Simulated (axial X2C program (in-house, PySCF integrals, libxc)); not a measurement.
The numbers below are computed, except where a source is named.
## IBr⁻: input and output of an EOM-EA-CCSD run

Program: an in-house all-electron X2C program for linear molecules (integrals from PySCF).

Input and command:
```json
{"zs": [53, 35], "q": -1, "bas": ["dyall-acv3z", "dyall-acv3z"], "r0": 2.47, "eom": "ea", "thr": -2.0, "nmax": 92, "grid": [1, 0.96, 1.045, 0.92, 1.09, 1.15], "rq": 0}
```
```bash
python soeom.py task.json out
```

Keys: zs atomic numbers; q charge; bas basis sets; r0 starting distance in Å; eom kind of EOM run; thr threshold in hartree for freezing inner shells (an s shell follows its p shell); nmax most natural virtual spinors; grid distances as factors; rq charge at which the geometry is sought.

Output at R = 2.482 Å (near the PBE0 minimum at charge 0 of the determinant lowest at the starting distance; the state shown can have its own minimum elsewhere), reference IBr:

```
two-component X2C + atomic mean field  HF
basis functions 258  fitting functions 1321  grid points 5803
iter        total energy     max residual
   1      -9713.041461841     3.25e+00
   2      -9713.405325232     2.83e-02
   3      -9713.406080226     6.58e-03
   4      -9713.406179520     3.50e-03
   5      -9713.406191250     3.98e-04
   6      -9713.406192495     1.65e-04
   7      -9713.406192843     1.46e-04
   8      -9713.406192939     2.57e-05
   9      -9713.406192962     1.59e-05
  10      -9713.406192967     1.04e-05
  11      -9713.406192968     1.98e-06
converged
one-electron -14153.99083454  Coulomb 4321.81568128  exact exchange -271.40754588  xc functional 0.00000000  nuclear repulsion 395.49706940  atomic mean-field constant -5.32056324
correlated 14  virtual 324  natural virtual 92  E(MP2) -0.312098978  MP2 remainder -0.039072505
iter   CCSD correlation   residual
   1     -0.293336768   1.13e-01
   2     -0.301312361   3.83e-02
   3     -0.302023417   1.10e-02
   4     -0.302047186   3.99e-03
   5     -0.302057684   1.20e-03
   6     -0.302054864   4.68e-04
   7     -0.302055354   1.55e-04
   8     -0.302056330   5.60e-05
   9     -0.302055898   2.70e-05
  10     -0.302055810   1.59e-05
  11     -0.302055666   9.36e-06
  12     -0.302055692   4.66e-06
  13     -0.302055703   2.08e-06
(T) -0.011612222  T1 0.0129  D1 0.0216  max T2 0.083
EOM-EA-CCSD roots
2*Omega      energy/Eh   energy/eV  one-particle weight
    1      -0.04778613     -1.3003      0.948
    1       0.04417701      1.2021      0.981
    1       0.05535259      1.5062      0.983
    1       0.06420441      1.7471      0.990
    1       0.08284143      2.2542      0.984
    3       0.06504711      1.7700      0.990
    3       0.09751657      2.6536      0.990
    3       0.15674329      4.2652      0.001
    3       0.16292839      4.4335      0.972
    5       0.16319346      4.4407      0.973
    5       0.19476773      5.2999      0.001
    7       0.21228806      5.7767      0.000
```
T1 in the output is the amplitude norm over the root of the electron number; divide by √2 for the Lee–Taylor value.

Reference electrons by ω block (each with its −ω partner): 1/2: 28, 3/2: 13, 5/2: 3. Root energies count from the CCSD energy of the reference. Roots of positive energy are unbound. The reference need not be the lowest state of its species. All roots sought are printed; those with a small one-particle weight need a further excitation, are placed far too high, and may in truth lie low or lowest. Inner shells are frozen, and levels at this size can be off by some tenths of an eV.
